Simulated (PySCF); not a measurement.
## `[O-]/C=C(\C=O)[SiH3]`, [C3H5O2Si]-, charge -1

Molfile (atoms numbered from 1):
```
C3H5O2Si
     RDKit          3D

 11 10  0  0  0  0  0  0  0  0999 V2000
    1.1362   -2.0263    0.4059 O   0  0  0  0  0  0  0  0  0  0  0  0
    1.4115   -0.8479    0.1506 C   0  0  0  0  0  0  0  0  0  0  0  0
    0.4820    0.2203    0.0809 C   0  0  0  0  0  0  0  0  0  0  0  0
   -1.2670   -0.2028    0.3982 Si  0  0  0  0  0  4  0  0  0  0  0  0
    0.9062    1.5441   -0.2203 C   0  0  0  0  0  0  0  0  0  0  0  0
    2.0471    1.9526   -0.4510 O   0  0  0  0  0  0  0  0  0  0  0  0
    2.4679   -0.5675   -0.0454 H   0  0  0  0  0  0  0  0  0  0  0  0
   -1.5642   -0.7577    1.7583 H   0  0  0  0  0  0  0  0  0  0  0  0
   -1.8815   -1.1822   -0.5555 H   0  0  0  0  0  0  0  0  0  0  0  0
   -2.1087    1.0370    0.2861 H   0  0  0  0  0  0  0  0  0  0  0  0
    0.0723    2.2898   -0.2438 H   0  0  0  0  0  0  0  0  0  0  0  0
  1  2  2  0
  2  3  1  0
  3  4  1  0
  3  5  2  0
  5  6  1  0
  2  7  1  0
  4  8  1  0
  4  9  1  0
  4 10  1  0
  5 11  1  0
M  CHG  1   6  -1
M  END
```

Theory: PySCF 2.14.0, TDDFT CAM-B3LYP/def2-TZVPD excited states, vertical, gas phase. Geometry: PBE0-D3(BJ)/def2-TZVP.

For a gas-phase anion, states above the detachment energy (about 3.0 eV, taken as minus the energy of the highest occupied orbital) lie in the continuum and depend on the basis.

(1) Give the one- and two-photon strengths of the lowest singlets.

Answers

(1) δ for parallel linear polarisation; σ at the peak of a Lorentzian of half width 0.1 eV, single beam; Ω is circular over linear.
| state | E (eV) | f | photon λ (nm) | δ (au) | σ (GM) | Ω | main |
| --- | --- | --- | --- | --- | --- | --- | --- |
| S1 | 4.15 | 0.001 | 597 | 0.57 | 0.00 | 1.50 | HOMO−1→LUMO+2 0.89 |
| S2 | 4.69 | 0.000 | 529 | 19.7 | 0.16 | 1.50 | HOMO→LUMO 0.74, HOMO→LUMO+1 0.19 |
| S3 | 4.82 | 0.219 | 514 | 34.8 | 0.30 | 1.03 | HOMO→LUMO+2 0.91 |
| S4 | 4.91 | 0.000 | 505 | 2.16 | 0.02 | 1.50 | HOMO−2→LUMO+2 0.79 |
| S5 | 5.08 | 0.007 | 488 | 107 | 1.01 | 1.50 | HOMO→LUMO+1 0.72, HOMO→LUMO 0.22 |
| S6 | 5.20 | 0.019 | 477 | 151 | 1.49 | 1.37 | HOMO−1→LUMO+1 0.42, HOMO−1→LUMO 0.42 |

Among these, the strongest one-photon state is S3, the strongest two-photon state S6.
